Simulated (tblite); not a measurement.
Species: C₅H₈OP₂S.
SMILES with atom numbers: `[CH3:1][P@@:2](=[O:3])([PH2:4])[c:5]1[cH:6][cH:7][cH:8][s:9]1` (hydrogens: H10, H11, H12 on C1; H13, H14 on P4; H15 on C6; H16 on C7; H17 on C8)

Geometry (GFN2-xTB, Å), atoms numbered from 1 in this order:
```xyz
17
C5H8OP2S angstrom
C     -2.1146   -1.0862    1.0546
P     -1.2504   -0.3265   -0.3740
O     -1.2966   -1.1331   -1.5995
P     -2.2255    1.6134   -0.6518
C      0.4399   -0.0628    0.2075
C      1.5609   -0.3929   -0.4942
C      2.7486   -0.0541    0.1871
C      2.5108    0.5370    1.3865
S      0.8328    0.6890    1.7170
H     -3.1533   -1.2306    0.7609
H     -1.6625   -2.0569    1.2522
H     -2.0606   -0.4576    1.9397
H     -1.2626    1.9667   -1.5933
H     -1.5407    2.2245    0.3939
H      1.5132   -0.8704   -1.4565
H      3.7347   -0.2413   -0.1983
H      3.2189    0.8940    2.1078
```

All values are computed: GFN2-xTB (tblite) harmonic vibrations without scaling, gas phase. Errors from tens to a few hundred cm⁻¹ against measured bands are possible. Modes of hydrogen on phosphorus can be 10 to 20 % off. One conformer, not necessarily the lowest.

Harmonic wavenumbers (cm⁻¹): 33.2, 77.3, 108.5, 138.0, 154.4, 163.4, 209.7, 244.2, 289.0, 297.6, 398.4, 429.9, 508.2, 530.4, 641.0, 691.5, 729.5, 734.3, 747.4, 756.4, 822.3, 833.4, 840.4, 849.9, 854.9, 985.9, 1070.7, 1090.1, 1098.9, 1171.1, 1254.9, 1306.1, 1328.2, 1415.3, 1427.4, 1433.5, 1533.2, 2273.3, 2332.2, 3000.2, 3003.5, 3023.8, 3129.4, 3138.2, 3163.6.

A = 1722, B = 703.6, C = 650.2 MHz; mass 177.977 u (most abundant isotopes); point group C1, symmetry number 1.

Task: What is the zero-point energy?

Result: Half the sum of the wavenumbers: 25131 cm⁻¹ = 300.64 kJ/mol.

Task: Entropy at 298.15 K, 1 bar (ideal gas, RRHO, classical rotation)?

Result: Translation 173.48, rotation 127.15, vibration 141.15: S = 441.8 J/(mol K).

Task: And Cp and H(298.15 K) − H(0)?

Result: Cp = 175.08 J/(mol K), of which vibrations give 141.82 (their classical limit is 45 R = 374.2); H(298.15 K) − H(0) = 31.91 kJ/mol without the zero-point energy, 21.99 from vibrations.

Task: What must be added to the electronic energy to get the Gibbs energy at 298.15 K and 1 bar?

Result: ZPE + [H(298.15 K) − H(0)] − T·S = 300.64 + 31.91 − 131.72 = 200.83 kJ/mol.

Task: How do the functions run with temperature in this model?

Result: 
```csv
T (K),S (J/(mol K)),Cp (J/(mol K)),H − H(0) (kJ/mol),G − H(0) (kJ/mol),ln q(vib)
150,346.3,109.9,10.75,-41.19,3.61
250,412.8,154.4,23.97,-79.23,6.66
400,498.8,213.6,51.77,-147.76,11.09
600,596.4,267.3,100.27,-257.58,16.68
900,714.7,314.9,188.27,-454.96,24.22
```

q(vib) and H(0) count from the zero-point level.

Task: Blend soft modes into free rotors: weight 1/[1 + (100 cm⁻¹/ν̃)⁴] for the oscillator and the rest for a rotor with moment μB/(μ + B), μ = h/(8π²ν), B = 10⁻⁴⁴ kg m². What vibrational entropy results?

Result: 130.32 J/(mol K) in place of 141.15, which changes −T·S at 298.15 K by +3.23 kJ/mol.

Hindered rotation and anharmonicity are outside this model. Other conformers, if any are populated, would add a mixing term that is left out. The structure is chiral; the term R ln 2 for an equal mix with its mirror image is left out.

Time: 1.4 s. Hardware: Arm Neoverse N1, one thread, no GPU, shared host with 64 logical CPUs at a one-minute load of 49. The figure is for the frequency step alone.
